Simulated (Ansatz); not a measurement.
Basis sets compared for (H2Al-mu-Br)2 (Al2H4Br2). Charge 0, multiplicity 1. Geometry PBE0-D4/def2-SVP. Ansatz on 4 threads of Arm Neoverse V1 on a shared host; times are rough, and most runs start from earlier orbitals.

```xyz
8

Al    0.396   -1.473    0.773
H     0.993   -2.601   -0.153
H     0.120   -1.541    2.324
Br    1.648    0.612    0.322
Al   -0.396    1.473   -0.773
H    -0.119    1.536   -2.324
H    -0.994    2.604    0.149
Br   -1.650   -0.610   -0.317
```

The 6-31G sets use Cartesian d functions. B3LYP takes the VWN-RPA correlation.

Binding counts from free atoms (Al doublet, H doublet, Br doublet) in the same basis, without a counterpoise term.

```
                         level  functions  energy (Eh)  HOMO (eV)  LUMO (eV)  binding per atom (eV)  wall time
                     HF/STO-3G         58   -5569.8809      -8.66       8.40                   3.48     0.25 s
                      HF/6-31G         92   -5630.2964     -11.38       1.45                   1.76      0.7 s
               PBE-D4/def2-SVP        120   -5633.8727      -6.95      -1.76                   2.65      1.1 s
PBE-D4/def2-TZVP (with forces)        194   -5634.6718      -6.99      -1.80                   2.64      2.5 s
           r2SCAN-D4/def2-TZVP        194   -5635.6447      -7.32      -1.41                   2.72      4.3 s
                B3LYP-D4/6-31G         92   -5634.9873      -8.16      -1.41                   2.39      1.5 s
            B3LYP-D4/def2-TZVP        194   -5635.8456      -8.04      -1.19                   2.65      3.7 s
              PBE0-D4/def2-SVP        120   -5634.1098      -8.24      -1.01                   2.66      1.8 s
             PBE0-D4/def2-TZVP        194   -5634.9055      -8.24      -1.03                   2.65      3.8 s
```

Question: Estimate the rows for PBE-D4/def2-TZVPD, r2SCAN-D4/def2-TZVPD, PBE0-D4/def2-TZVPD.

Answer: 
```json
{"level": "PBE-D4/def2-TZVPD", "functions": "236", "energy (Eh)": "-5634.6727", "HOMO (eV)": "-7.00", "LUMO (eV)": "-1.86", "binding per atom (eV)": "2.64", "wall time": "3.6 s"}
{"level": "r2SCAN-D4/def2-TZVPD", "functions": "236", "energy (Eh)": "-5635.6456", "HOMO (eV)": "-7.32", "LUMO (eV)": "-1.44", "binding per atom (eV)": "2.72", "wall time": "7 s"}
{"level": "PBE0-D4/def2-TZVPD", "functions": "236", "energy (Eh)": "-5634.9063", "HOMO (eV)": "-8.24", "LUMO (eV)": "-1.12", "binding per atom (eV)": "2.65", "wall time": "6 s"}
```
